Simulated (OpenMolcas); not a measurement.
Ta3+: input and output

Input:

```
&GATEWAY
Coord
1

Ta 0.0 0.0 0.0
Basis=ANO-R2
Group=XYZ
NoMove
AngMom=0.0 0.0 0.0
AMFI
&SEWARD
* reference wave functions (RASSCF and RASSI steps not shown): 2 electrons in 5 orbitals (5d)
>>> COPY JOB001 $Project.JobIph
&CASPT2
Multistate=10 1 2 3 4 5 6 7 8 9 10
Frozen=14 16
IPEA=0.25
Imaginary=0.1
MaxIter=60
WThr=0.0 0.3 0.05
PrWF=0.5
NoMix
>>> COPY JOB002 $Project.JobIph
&CASPT2
Multistate=14 1 2 3 4 5 6 7 8 9 10 11 12 13 14
Frozen=14 16
IPEA=0.25
Imaginary=0.1
MaxIter=60
WThr=0.0 0.3 0.05
PrWF=0.5
NoMix
```

Launched by
```bash
OMP_NUM_THREADS=1 MOLCAS_MEM=2252 MOLCAS_PROJECT=a pymolcas a.inp > a.log  # once for each step of the input, in one work folder
```

Output, cut to the results:

```
--- CASPT2 ---
Orbital specifications:
      -----------------------

      Symmetry species                           1   2
                                                ag  au
      Frozen orbitals                           14  16
      Inactive orbitals                          1   3
      Active orbitals                            5   0
      Secondary orbitals                        22  20
      Deleted orbitals                           0   0
      Number of basis functions                 42  39
Type of calculation                        MS-CASPT2
      Fock operator                              state-specific
      IPEA shift                                 0.25
      Real shift                                 0.00
      Imaginary shift                            0.10
      The input orbitals will be transformed to quasi-canonical
Reference energy:      -15598.5941645751
      E2 (Non-variational):      -0.1920709575
      Shift correction:          -0.0000818605
      E2 (Variational):          -0.1921528180
      Total energy:          -15598.7863173931
      Residual norm:              0.0000009028
      Reference weight:           0.96563
      Contributions to the CASPT2 correlation energy
      Active & Virtual Only:         -0.0036523709
      One Inactive Excited:          -0.0610599308
      Two Inactive Excited:          -0.1273586559
Reference energy:      -15598.5941645751
      E2 (Non-variational):      -0.1910372162
      Shift correction:          -0.0000786343
      E2 (Variational):          -0.1911158505
      Total energy:          -15598.7852804256
      Residual norm:              0.0000004474
      Reference weight:           0.96618
      Contributions to the CASPT2 correlation energy
      Active & Virtual Only:         -0.0034747061
      One Inactive Excited:          -0.0604986490
      Two Inactive Excited:          -0.1270638611
::    CASPT2 Root  1     Total energy: -15598.78631739
::    CASPT2 Root  2     Total energy: -15598.78528043
::    CASPT2 Root  3     Total energy: -15598.78613471
::    CASPT2 Root  4     Total energy: -15598.78567311
::    CASPT2 Root  5     Total energy: -15598.78575090
::    CASPT2 Root  6     Total energy: -15598.78672914
::    CASPT2 Root  7     Total energy: -15598.78655837
::    CASPT2 Root  8     Total energy: -15598.74273238
::    CASPT2 Root  9     Total energy: -15598.74273240
::    CASPT2 Root 10     Total energy: -15598.74273240
::    MS-CASPT2 Root  1     Total energy: -15598.78699545
::    MS-CASPT2 Root  2     Total energy: -15598.78669684
::    MS-CASPT2 Root  3     Total energy: -15598.78644454
::    MS-CASPT2 Root  4     Total energy: -15598.78592166
::    MS-CASPT2 Root  5     Total energy: -15598.78576346
::    MS-CASPT2 Root  6     Total energy: -15598.78539362
::    MS-CASPT2 Root  7     Total energy: -15598.78524951
::    MS-CASPT2 Root  8     Total energy: -15598.74272984
::    MS-CASPT2 Root  9     Total energy: -15598.74272433
::    MS-CASPT2 Root 10     Total energy: -15598.74272197
--- CASPT2 ---
Orbital specifications:
      -----------------------

      Symmetry species                           1   2
                                                ag  au
      Frozen orbitals                           14  16
      Inactive orbitals                          1   3
      Active orbitals                            5   0
      Secondary orbitals                        22  20
      Deleted orbitals                           0   0
      Number of basis functions                 42  39
Type of calculation                        MS-CASPT2
      Fock operator                              state-specific
      IPEA shift                                 0.25
      Real shift                                 0.00
      Imaginary shift                            0.10
      The input orbitals will be transformed to quasi-canonical
Reference energy:      -15598.5514347869
      E2 (Non-variational):      -0.2076842584
      Shift correction:          -0.0026271883
      E2 (Variational):          -0.2103114467
      Total energy:          -15598.7617462336
      Residual norm:              0.0000001276
      Reference weight:           0.93036
      Contributions to the CASPT2 correlation energy
      Active & Virtual Only:         -0.0179096288
      One Inactive Excited:          -0.0590457467
      Two Inactive Excited:          -0.1307288829
Reference energy:      -15598.5514347869
      E2 (Non-variational):      -0.2076869743
      Shift correction:          -0.0026272552
      E2 (Variational):          -0.2103142295
      Total energy:          -15598.7617490164
      Residual norm:              0.0000001279
      Reference weight:           0.93036
      Contributions to the CASPT2 correlation energy
      Active & Virtual Only:         -0.0179096896
      One Inactive Excited:          -0.0590488880
      Two Inactive Excited:          -0.1307283967
::    CASPT2 Root  1     Total energy: -15598.76174623
::    CASPT2 Root  2     Total energy: -15598.76174902
::    CASPT2 Root  3     Total energy: -15598.76177822
::    CASPT2 Root  4     Total energy: -15598.76175868
::    CASPT2 Root  5     Total energy: -15598.76176952
::    CASPT2 Root  6     Total energy: -15598.72848245
::    CASPT2 Root  7     Total energy: -15598.72820417
::    CASPT2 Root  8     Total energy: -15598.72792747
::    CASPT2 Root  9     Total energy: -15598.72898786
::    CASPT2 Root 10     Total energy: -15598.72776116
::    CASPT2 Root 11     Total energy: -15598.72805595
::    CASPT2 Root 12     Total energy: -15598.72836139
::    CASPT2 Root 13     Total energy: -15598.72864042
::    CASPT2 Root 14     Total energy: -15598.72828116
::    MS-CASPT2 Root  1     Total energy: -15598.76180587
::    MS-CASPT2 Root  2     Total energy: -15598.76178426
::    MS-CASPT2 Root  3     Total energy: -15598.76175610
::    MS-CASPT2 Root  4     Total energy: -15598.76174373
::    MS-CASPT2 Root  5     Total energy: -15598.76174270
...
```

Levels above the lowest, from the spin-orbit matrix with the single-state CASPT2 energies, averaged by term, on its diagonal:

| Configuration | Term | J | E (cm-1) | g | Term weight % |
| --- | --- | --- | --- | --- | --- |
| 5d2 | 3F | 2 | 0.0 | 0.706 | 89 |
| 5d2 | 3F | 3 | 5050 | 1.084 | 100 |
| 5d2 | 3F | 4 | 9370 | 1.235 | 94 |
| 5d2 | 1D | 2 | 11010 | 1.082 | 66 |
| 5d2 | 3P | 0 | 13320 |  | 100 |
| 5d2 | 3P | 1 | 14560 | 1.501 | 100 |
| 5d2 | 3P | 2 | 18970 | 1.379 | 76 |
| 5d2 | 1G | 4 | 19590 | 1.015 | 94 |

Term energies are means over components that CASPT2 splits; among the terms shown or strongly mixed into the levels shown the widest spread is 320 cm-1 (5d2 3F). Some high roots are left out of the spin-orbit mixing, which shifts the levels that they would mix with. Only configurations of the active space appear. The first state left out of the spin-orbit step lies near 36000 cm-1 above the lowest spin-free state of the reference (among the parities and spins computed), and the list stops at four fifths of that energy or lower.

The CASPT2 steps took 7.6 s on 1 thread of Intel(R) Xeon(R) Platinum 8259CL CPU @ 2.50GHz (Skylake/Cascade Lake) (shared host); the integral step is not counted.

The term weight is that of the spin-free term in the level, not the purity of its configuration.
